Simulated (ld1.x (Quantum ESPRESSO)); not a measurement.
# What one change does to a pseudopotential (H (Z = 1), TM)

ld1.x (Quantum ESPRESSO) 7.5 input, shortened:

```
&input
   title='H', zed=1., rel=1, dft='PBE', iswitch=3,
   config='1s0.75'
 /
 &inputp
   pseudotype=2, tm=.true., lloc=0,
   nlcc=.false.
 /
1
1S  1  0   0.75   0.00  1.40  1.40  0.0
 &test
   configts(1)='1s0.75'
 /
```

All-electron outer shells of the reference configuration (PBE, scalar-relativistic, ld1.x):

```csv
shell,level (eV),outermost node (bohr),outermost maximum (bohr)
1s,-9.49,–,0.98
```

Change: wave 1s (bound): rc 1.40 bohr becomes 1s (bound): rc 1.64 bohr.

Cutoffs: the cutoffs (Ry, on a coarse ladder) from which the occupation-weighted sum of valence levels, in a spherical-Bessel basis at the reference potential, stays within 10 and 1 mRy of its value at 400 Ry; they do not see the model core or the augmentation charge, which bear on the density cutoff. Errors are all-electron minus pseudo energies relative to the spin-unpolarised reference configuration.

Problem. What does the change do?

Solution. The potential gets softer (18 Ry and 30 Ry → 15 Ry and 25 Ry); neither file shows a bound ghost. A larger radius leaves more room for a smooth pseudo-wave, so fewer plane waves are needed.

```
                         quantity   base  changed
                    cutoff, loose  18 Ry    15 Ry
                    cutoff, tight  30 Ry    25 Ry
                     bound ghosts   none     none
 error for 1s1, meV [ΔE -1.99 eV]   +0.3     +0.6
error for 1s0.5, meV [ΔE 2.77 eV]   +0.8     +1.7
```
